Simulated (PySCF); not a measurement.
A structure optimised at B3LYP-D3(BJ)/def2-SVP, used in a PySCF frequency run:

```xyz
10

F      0.0229     1.1915     1.0883
C      0.0232     0.3794     0.0000
F      0.0229     1.1915    -1.0883
C      1.0550    -0.7252     0.0000
C      0.1119    -1.6816     0.0000
C     -1.0745    -0.7236     0.0000
H      2.1462    -0.7132     0.0000
H      0.1587    -2.7730     0.0000
H     -1.7055    -0.7273    -0.9028
H     -1.7055    -0.7273     0.9028
```

Question: Write its SMILES, formula and point group.

Answer: FC1(F)C=CC1, C₄H₄F₂, Cs

Question: What are its rotational constants (standard atomic weights)?

Answer: 5.9756, 3.3937, 3.2059 GHz
